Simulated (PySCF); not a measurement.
# Nuclear quadrupole coupling in `C#Cc1ccccc1[S-]`

Compound: C8H5S (charge -1).
Bonds: C1–C2 (triple), C2–C3, C3–C4 (aromatic), C4–C5 (aromatic), C5–C6 (aromatic), C6–C7 (aromatic), C7–C8 (aromatic), C8–S9, C3–C8 (aromatic). Hydrogens: H10 on C1; H11 on C4; H12 on C5; H13 on C6; H14 on C7.

Field gradients from the PBE0/pcSseg-1 density (PySCF, non-relativistic), principal values in atomic units, ordered |Vxx| ≤ |Vyy| ≤ |Vzz|:

```csv
atom,Vxx,Vyy,Vzz
S9,-0.2901,-1.9829,2.2730
```

Find the asymmetry η = (Vxx − Vyy)/Vzz and the couplings χ = eQV/h (234.96 MHz × Q in barn × V in au), with Q(33S) = −0.0678 b.

| atom | environment | nucleus | η | χzz (MHz) | χxx (MHz) | χyy (MHz) |
| --- | --- | --- | --- | --- | --- | --- |
| S9 | thiolate sulfur | 33S | 0.74 | -36.21 | 4.62 | 31.59 |

What is Vzz at S9 in SI units (1 au = 9.71736 × 10²¹ V/m²)?

2.2730 au = 22.087 × 10²¹ V/m².

And the gradient at the other heavy atoms, for which no coupling is worked out here?

| atom | environment | Vzz (au) | η |
| --- | --- | --- | --- |
| C1 | terminal alkyne carbon | -0.203 | 0.17 |
| C2 | alkyne carbon | -0.353 | 0.01 |
| C3 | substituted aromatic carbon | -0.157 | 0.39 |
| C4 | aromatic CH carbon | 0.298 | 0.39 |
| C5 | aromatic CH carbon | 0.156 | 0.74 |
| C6 | aromatic CH carbon | 0.299 | 0.51 |
| C7 | aromatic CH carbon | 0.252 | 0.31 |
| C8 | substituted aromatic carbon | 0.365 | 0.24 |

What couplings would deuterons (Q(2H) = 0.00286 b) have in place of the hydrogens, at this geometry?

```tsv
atom	bonded to	bond length (Å)	Vzz (au)	η	χzz (kHz)
H10	C1	1.050	0.4057	0.01	273
H11	C4	1.086	0.3213	0.06	216
H12	C5	1.084	0.3315	0.09	223
H13	C6	1.086	0.3256	0.06	219
H14	C7	1.083	0.3264	0.05	219
```

Isolated species at its GFN2-xTB geometry, gas phase. The pcSseg-1 basis has no diffuse functions, a weakness for an anion. GFN2-xTB bond lengths can be off by several hundredths of an ångström, more for odd bonds, and the gradients follow them. With so small a basis the couplings can be 20 % off.
